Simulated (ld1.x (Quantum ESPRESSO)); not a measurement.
**BLYP PAW dataset for molybdenum, scalar-relativistic all-electron reference.**

ld1.x (Quantum ESPRESSO) 7.5 was run on this input:

```
&input
   title='Mo', zed=42., rel=1, dft='BLYP', iswitch=3,
   config='[Kr] 4d5 5s1 5p0',
   nld=3, rlderiv=4.65, eminld=-2.0, emaxld=5.0, deld=0.02
 /
 &inputp
   pseudotype=3, lpaw=.true., tm=.true., lloc=-1, rcloc=2.60,
   nlcc=.true., new_core_ps=.true., rcore=2.35,
   which_augfun='BESSEL', rmatch_augfun=2.45,
   file_pseudopw='Mo.UPF', file_wfcaegen='ae.wfc', file_wfcncgen='nc.wfc', file_beta='beta', file_chi='chi', file_wfcusgen='us.wfc'
 /
6
5S  1  0   1.00   0.00  2.95  3.30  0.0
5S  1  0   0.00   0.55  2.95  3.30  0.0
5P  2  1   0.00   0.00  3.80  4.30  0.0
5P  2  1   0.00   5.25  3.80  4.30  0.0
4D  3  2   5.00   0.00  2.20  2.55  0.0
4D  3  2   0.00   1.90  2.20  2.55  0.0
 &test
   configts(1)='4d5 5s1 5p0'
 /
```

Command:

```bash
ld1.x < Mo.in > Mo.out
```

The program printed (shortened: banner, matrices, multipoles, cross overlaps and the repeated all-electron block are left out):

```
Program LD1 v.7.5
     --------------------------- All-electron run ----------------------------

     Mo
     scalar relativistic calculation

     atomic number is 42.00
     dft =BLYP   lsd =0 sic =0 latt =0  beta=0.20 tr2=1.0E-14
     Exchange-correlation= BLYP
                           (   1   3   1   3   0   0   0)
     mesh =1229 r(mesh) = 100.71859 a.u. xmin = -7.00 dx = 0.01250
     1 Ry =  13.60569312 eV, c = 137.03599908

     n l     nl                  e(Ry)          e(Ha)          e(eV)
     1 0     1S 1( 2.00)     -1457.2165      -728.6082    -19826.4399
     2 0     2S 1( 2.00)      -205.8038      -102.9019     -2800.1037
     2 1     2P 1( 6.00)      -184.0061       -92.0030     -2503.5304
     3 0     3S 1( 2.00)       -35.0030       -17.5015      -476.2398
     3 1     3P 1( 6.00)       -27.8621       -13.9311      -379.0837
     4 0     4S 1( 2.00)        -4.7219        -2.3609       -64.2442
     4 1     4P 1( 6.00)        -2.8186        -1.4093       -38.3485
     3 2     3D 1(10.00)       -16.2377        -8.1188      -220.9251
     4 2     4D 1( 5.00)        -0.2671        -0.1335        -3.6336
     5 0     5S 1( 1.00)        -0.2978        -0.1489        -4.0521
     5 1     5P 1( 0.00)        -0.0746        -0.0373        -1.0157

     final scf error:  1.7E-15 reached in  29 iterations

     Etot =   -8098.310490 Ry,   -4049.155245 Ha, -110183.127341 eV

     Ekin =    8350.458402 Ry,    4175.229201 Ha,  113613.774454 eV
     Encl =  -19515.741333 Ry,   -9757.870666 Ha, -265525.187639 eV
     Eh   =    3314.949621 Ry,    1657.474811 Ha,   45102.187265 eV
     Exc  =    -247.977181 Ry,    -123.988590 Ha,   -3373.901421 eV

     normalization and overlap integrals

     s(1S/1S) =  1.000000  <r> =   0.0352  <r2> =    0.0017  r(max) =   0.0229
     s(2S/2S) =  1.000000  <r> =   0.1537  <r2> =    0.0279  r(max) =   0.1303
     s(2P/2P) =  1.000000  <r> =   0.1339  <r2> =    0.0219  r(max) =   0.1041
     s(3S/3S) =  1.000000  <r> =   0.4290  <r2> =    0.2109  r(max) =   0.3819
     s(3P/3P) =  1.000000  <r> =   0.4307  <r2> =    0.2159  r(max) =   0.3771
     s(4S/4S) =  1.000000  <r> =   1.1062  <r2> =    1.3887  r(max) =   0.9874
     s(4P/4P) =  1.000000  <r> =   1.2369  <r2> =    1.7583  r(max) =   1.0643
     s(3D/3D) =  1.000000  <r> =   0.4154  <r2> =    0.2076  r(max) =   0.3206
     s(4D/4D) =  1.000000  <r> =   2.0100  <r2> =    5.1382  r(max) =   1.3838
     s(5S/5S) =  1.000000  <r> =   3.5958  <r2> =   14.9326  r(max) =   2.9295
     s(5P/5P) =  1.000000  <r> =   5.4630  <r2> =   35.6475  r(max) =   4.1572

     ------------------------ End of All-electron run ------------------------

     --------------------- Generating PAW atomic setup --------------------

      Generating local potential from pseudized AE potential:
      Matching radius rcloc =   2.6000

      Local pseudo, rcloc= 2.618 Estimated cut-off energy=     3.62 Ry

      Computing core charge for nlcc:

       r > 2.37 : true rho core
      Core charge pseudized with two Bessel functions
      Integrated core pseudo-charge :   4.47
      Wfc-us  5S rcutus= 3.278  Estimated cut-off energy=     4.28 Ry
      Wfc-us  5S rcutus= 3.278  Estimated cut-off energy=     6.33 Ry
      Wfc-us  5P rcutus= 4.316  Estimated cut-off energy=     4.04 Ry
      Wfc-us  5P rcutus= 4.316  Estimated cut-off energy=     8.94 Ry
      Wfc-us  4D rcutus= 2.553  Estimated cut-off energy=    17.83 Ry
      Wfc-us  4D rcutus= 2.553  Estimated cut-off energy=    15.41 Ry

     Required augmentation: BESSEL   radius:    2.450000
     Suggested rho cutoff for augmentation:  16.42 Ry

     Estimated PAW energy = -257.302030 Ryd

     ------------------- End of pseudopotential generation -------------------

     Computing logarithmic derivative in   4.62326
     Computing logarithmic derivative in   4.62326
     Computing the partial wave expansion
     R is outside the sphere for l=    0 j= 0.00
     R is outside the sphere for l=    0 j= 0.00
     R is outside the sphere for l=    1 j= 0.00
     R is outside the sphere for l=    1 j= 0.00
     R is outside the sphere for l=    2 j= 0.00
     R is outside the sphere for l=    2 j= 0.00

     ---------------------- Testing the pseudopotential ----------------------

     Mo
     scalar relativistic calculation

     atomic number is 42.00   valence charge is  6.00
     dft = SLA  LYP  B88  BLYP   lsd =0 sic =0 latt =0  beta=0.20 tr2=1.0E-14
     mesh =1229 r(mesh) = 100.71859 xmin = -7.00 dx = 0.01250

     n l     nl             e AE (Ry)        e PS (Ry)    De AE-PS (Ry)
     3 2     4D   1( 5.00)       -0.26707       -0.26707        0.00000
     1 0     5S   1( 1.00)       -0.29782       -0.29782        0.00000
     2 1     5P   1( 0.00)       -0.07465       -0.07465        0.00000

     eps = 1.7E-15  iter =  8

     Etot =   -8098.310490 Ry,   -4049.155245 Ha, -110183.127341 eV
     Etotps =  -257.302032 Ry,    -128.651016 Ha,   -3500.772494 eV

     Ekin =      41.413725 Ry,      20.706863 Ha,     563.462437 eV
     Encl =     -65.514785 Ry,     -32.757392 Ha,    -891.374054 eV
     Ehrt =      14.776206 Ry,       7.388103 Ha,     201.040520 eV
     Ecxc =    -247.977179 Ry,    -123.988589 Ha,   -3373.901396 eV
     (Ecc =      -4.040768 Ry,      -2.020384 Ha,     -54.977451 eV)

     ---------------------- End of pseudopotential test ----------------------
```

Generation and configuration tests took about 4.1 s on one core of a shared server CPU.
